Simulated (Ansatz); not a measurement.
Reaction (SMILES): F[Si](Cl)(N[SiH3])O[SiH3] + N (NH3) + O (H2O) + 3 [SiH4] (SiH4) -> F[SiH3] [fluorosilane] + 2 N[SiH3] + 2 O[SiH3] [hydroxysilane] + [SiH3]Cl
Geometries: B3LYP-D3(BJ)/def2-TZVP minima from Ansatz (a first-principles code), one conformer each, not searched for the lowest.

Quantity: bond separation energy (electronic energy difference), in eV. Valence correlation only, unless marked. Spin-orbit coupling is left out. No relativistic terms. CBS marks a two-point X^-3 extrapolation of the correlation energy; Hartree-Fock from the larger set.

CCSD(T)/CBS(cc-pV(T+d)Z,cc-pV(Q+d)Z) (Ansatz) gives 1.17 eV.

Problem. Another calculation gave 0.92 eV. Which level was it?
A) PBE0/def2-TZVPD (Ansatz)
B) wB97M-V/def2-TZVPD (Ansatz)
C) BLYP/def2-TZVPD (Ansatz)

Solution. C, BLYP/def2-TZVPD (Ansatz). The others give 1.07 (PBE0), 1.19 (wB97M-V) eV.
